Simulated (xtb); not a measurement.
Zr(Me)2(H)2 (C2H8Zr), SMILES [CH3][ZrH2][CH3], multiplicity 1. All values are semi-empirical tight-binding results from xtb (GFN2-xTB unless named), good for trends rather than for accurate numbers. The structure is a stationary point at GFN2-xTB. The spin state was assumed, not searched.

Optimised geometry:

Bond lengths (Å): Zr1–C2 2.262, Zr1–C6 2.262, Zr1–H10 1.858, Zr1–H11 1.858, C2–H3 1.103, C2–H4 1.103, C2–H5 1.110, C6–H7 1.103, C6–H8 1.103, C6–H9 1.110. Angles (°): C2–Zr1–C6 98.1, C2–Zr1–H10 108.3, C2–Zr1–H11 108.3, C6–Zr1–H10 108.2, C6–Zr1–H11 108.3, H10–Zr1–H11 122.8, Zr1–C2–H3 112.9, Zr1–C2–H4 112.9, Zr1–C2–H5 107.6, H3–C2–H4 107.8, H3–C2–H5 107.8, H4–C2–H5 107.8, Zr1–C6–H7 112.9, Zr1–C6–H8 112.9, Zr1–C6–H9 107.5, H7–C6–H8 107.8, H7–C6–H9 107.8, H8–C6–H9 107.8.
Charge 0, spin multiplicity 1.

For metal compounds this method's bond lengths and energies can be far off.

The point group as xtb finds it is C2. The orbital gap is 1.97 eV, the zero-point energy comes out as 46.2 kcal/mol and the G − E(el) at 298.15 K (modified RRHO) is 26.8 kcal/mol.

**Question.** Give the atomic charges and the Wiberg bond orders between heavy atoms. (An estimate is asked for; the answer gives what the named calculation found.)

**Answer.** charges (e) Zr1 0.96, C2 -0.30, H3 0.06, H4 0.06, H5 0.05, C6 -0.30, H7 0.06, H8 0.06, H9 0.05, H10 -0.35, H11 -0.35. Bond orders Zr1–C2 0.96, Zr1–C6 0.96.
